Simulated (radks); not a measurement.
Fractional charge and spin in the 5p shell of thulium: the spin-up occupation runs from 2 to 3 and the spin-down occupation from 2 to 3; the fullest corner is Tm2+, [Kr] 4d10 4f(up 6.5, down 6.5) 5s2 5p(up 3, down 3). Method: scalar-relativistic Kohn-Sham, PBE, spin-polarised, spherical densities, finite nucleus; Fermi nuclear charge, rms radius of each element as measured or else 0.836 A^(1/3) + 0.57 fm; computed with a radial shooting solver on a logarithmic mesh with Libxc functionals. Energy (eV) above the fullest corner. The planes named below are the two flat planes that join the four corners, with an edge along up + down = one added electron.

| down \ up | 2 | 2.25 | 2.5 | 2.75 | 3 |
|---|---|---|---|---|---|
| 2 | 110.628 | 93.643 | 77.548 | 62.336 | 47.997 |
| 2.25 | 93.643 | 77.609 | 62.454 | 48.170 | 34.747 |
| 2.5 | 77.548 | 62.454 | 48.228 | 34.859 | 22.338 |
| 2.75 | 62.336 | 48.170 | 34.859 | 22.393 | 10.760 |
| 3 | 47.997 | 34.747 | 22.338 | 10.760 | 0.000 |

Corners above the fullest one (they belong to Tm3+ and the next ion): (up 3, down 2) 47.997 eV, (up 2, down 3) 47.997 eV, (up 2, down 2) 110.63 eV. With half an added electron in each spin the energy lies 0.231 eV from the planes, and with half an added electron in spin up alone -1.764 eV. The planes are only a guide here: the flat-plane condition holds for ground states with one frontier orbital, while this shell lies below other occupied shells, so the corners above the fullest one are inner-hole states and not the ground states of those ions.
